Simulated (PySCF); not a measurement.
## Ionisation energy of Mg⁺ by level of theory

Mg⁺ [Ne] 3s1 (2S) → Mg²⁺ [Ne] (1S), as a difference of total energies. Calculation: PySCF 2.14, in cc-pVDZ; no relativity, point nucleus. The calculations carry no spin-orbit coupling.

```csv
method,ionisation energy (eV),error (eV)
UHF,14.712,-0.323
PBE,15.274,+0.239
PBE0,15.186,+0.151
```

Reference: 15.035 eV (measured; NIST Atomic Spectra Database, ionization energies).
